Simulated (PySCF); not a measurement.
Job for PySCF: R-HF/3-21G on C2H6OSi (a complex), monomers drawn apart or pushed together.

```python
from pyscf import gto, scf, dft, mp
from pyscf.data.elements import chemcore

mol = gto.M(
    atom='''
    C     0.50698490   -0.51613621    0.12668208
    O     1.02715108    0.04598754   -0.69681526
    C    -0.93007016   -1.06519067    4.23641814
    Si   -0.06404495    0.58527396    4.03949678
    H    -0.93421156   -1.60974642    3.29130943
    H    -1.96465140   -0.92556739    4.55508646
    H    -0.42690480   -1.68133316    4.98380942
    H     1.34263969    0.39531370    3.60781579
    H    -0.05689704    1.33024892    5.32292316
    H    -0.74766245    1.42237968    3.02309138
    ''',
    basis='3-21g',
    charge=0, spin=0, verbose=3, max_memory=1800)
mf = scf.RHF(mol)
mf.conv_tol = 1e-8
mf.max_cycle = 100
mf.kernel()
if not mf.converged:
    mf = mf.newton().run(mf.mo_coeff, mf.mo_occ)
```

**Question.** What total energy does the run end on?

**Answer.** -440.6200 hartree.
